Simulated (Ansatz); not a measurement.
(ZnSe)2 ring (Zn₂Se₂). Total charge 0; singlet. Geometry relaxed at r2SCAN-D4/def2-SVP.

Cartesian coordinates in Å:
```
Zn 1.071 -0.451 0.332
Se -0.932 -1.485 0.987
Zn -1.071 0.451 -0.333
Se 0.932 1.485 -0.987
```

Estimate the harmonic wavenumbers at RKS r2SCAN-D4/def2-SVP (Ansatz, unscaled). Is this a minimum?

95, 185, 191, 220, 288, 323 cm⁻¹. Yes, no mode is imaginary beyond noise. Zero-point energy 7.8 kJ/mol. It took 34 s on 4 threads of Arm Neoverse V1 on a shared host.
